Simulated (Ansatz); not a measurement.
Basis-set extrapolation for `C/C(BN)=C\F` (PBE0-D4/def2-TZVP geometry, frozen core, Ansatz). Multiplicity 1, RHF reference.

```json
{"": "HF", "def2-TZVPP": "-296.404486", "def2-QZVPP": "-296.418051"}
{"": "MP2 correlation", "def2-TZVPP": "-1.053951", "def2-QZVPP": "-1.130997"}
{"": "CCSD(T) correlation", "def2-TZVPP": "-1.137935", "def2-QZVPP": "not run"}
```

Energies in hartree. Use E(X) = E(∞) + A·exp(−7.88·√X) for Hartree–Fock and E(X) = E(∞) + B·X^(−2.97) for correlation, with X = 3 and 4, and add CCSD(T) minus MP2 of the smaller set to the MP2 limit.

Problem. What is the CCSD(T) energy at the basis-set limit?

Solution. HF limit: -296.418051 + (-0.013565) × 0.13774 = -296.41992. MP2 limit: -1.130997 + (-0.077046) × 0.74074 = -1.18807. Higher-order term: -1.137935 − (-1.053951) = -0.08398. Total: -297.69197 hartree, 93.8 kcal/mol below CCSD(T)/def2-TZVPP.
